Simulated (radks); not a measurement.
The numbers below are computed, except where a source is named.
Nd2+, configuration [Xe] 4f3 6p1 (not the ground configuration). Level of theory: Dirac Kohn-Sham, PBEsol, spin-unpolarised, spherical densities, finite nucleus; open shells fill j = l - 1/2 first; Fermi nuclear charge, rms radius 4.9123 fm (a radial shooting solver on a logarithmic mesh with Libxc functionals).

Spin-orbit splittings of the eigenvalues, e(l+1/2) - e(l-1/2), with zeta = 2 splitting/(2l+1) and mean radii in bohr:

| shell | occ. | splitting (eV) | zeta (eV) | <r> j=l-1/2 | <r> j=l+1/2 |
|---|---|---|---|---|---|
| 2p | 6 | 519.7 | 346.4 | 0.08424 | 0.09065 |
| 3p | 6 | 103.7 | 69.13 | 0.2558 | 0.2682 |
| 3d | 10 | 22.42 | 8.967 | 0.2395 | 0.2434 |
| 4p | 6 | 22.66 | 15.10 | 0.6226 | 0.6506 |
| 4d | 10 | 4.024 | 1.610 | 0.6980 | 0.7079 |
| 4f | 3 | 0.4601 | 0.1315 | 0.9741 | 0.9842 |
| 5p | 6 | 3.374 | 2.249 | 1.599 | 1.677 |
| 6p | 1 | 0.4918 | 0.3279 | 4.089 | 4.237 |
